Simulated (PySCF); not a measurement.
B(F)(H)(SeH) (BFH2Se), SMILES FB[SeH]. Coordinates come from a B3LYP-D3(BJ)/def2-TZVP optimisation. Other conformers were not sampled.

TDDFT-B3LYP/def2-SVPD (PySCF) puts the lowest singlet excitations at 5.79, 5.84, 6.19, 6.85, 7.21, 7.53 eV.

Problem. What are the lowest excitation roots from ADC(2)/aug-cc-pVDZ run with PySCF 2.14.0? (The exact figures need the calculation; the answer reports its results.)

Solution. 6.02, 6.02, 6.53, 7.06, 7.79, 8.07 eV. S1 differs by 0.22 eV (second minus first; roots are paired by order, and the bases may differ).
